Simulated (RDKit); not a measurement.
RDKit input (MMFF94):

```python
from rdkit import Chem
from rdkit.Chem import AllChem, rdDetermineBonds

mol = Chem.MolFromXYZFile('mol.xyz')
rdDetermineBonds.DetermineBonds(mol, charge=0)
print('SMILES', Chem.MolToSmiles(Chem.RemoveHs(mol)))
ff = AllChem.MMFFGetMoleculeForceField(mol, AllChem.MMFFGetMoleculeProperties(mol))
e0 = ff.CalcEnergy()
flag = ff.Minimize(maxIts=5000, forceTol=1e-5)
print(f'energy {e0:.4f} -> {ff.CalcEnergy():.4f} kcal/mol, converged: {flag == 0}')
print(Chem.MolToXYZBlock(mol))
```
mol.xyz:
```
15

C      0.96442600    -0.85308500     1.34064000
Si     0.00728300    -0.00015200    -0.02914400
C     -1.47960700     0.86381200     0.72095500
N     -0.33740500    -1.23413600    -1.18147100
N      0.85652900     1.22332600    -0.89590100
H      0.37598800    -1.64635600     1.81025300
H      1.88521600    -1.29955200     0.95914100
H      1.23634200    -0.14071900     2.12296500
H     -2.08931000     0.15848100     1.29034600
H     -1.17930600     1.66308400     1.40437300
H     -2.11160700     1.30426700    -0.05319300
H     -0.81278900    -1.02107000    -2.04392300
H     -0.49228400    -2.18748300    -0.89717500
H      1.68120800     1.00298600    -1.43122000
H      0.86180300     2.17978800    -0.58152200
```

Output:

```
SMILES C[Si](C)(N)N
energy -78.1062 -> -92.5543 kcal/mol, converged: True
15

C      1.156436   -0.496487    1.371689
Si    -0.010493   -0.000053    0.041254
C     -1.662686    0.510637    0.663891
N     -0.125402   -1.178754   -1.160715
N      0.657615    1.162397   -0.983253
H      0.768290   -1.343751    1.946019
H      2.129928   -0.792592    0.967649
H      1.329576    0.323823    2.075603
H     -2.147936   -0.300505    1.216124
H     -1.585571    1.367035    1.341389
H     -2.332871    0.797838   -0.152799
H     -0.554718   -0.744814   -1.975652
H     -0.758244   -1.921166   -0.874894
H      1.416923    0.718761   -1.496455
H      1.085641    1.910824   -0.444727
```

The geometry given is a B3LYP-D3(BJ)/def2-TZVP minimum.
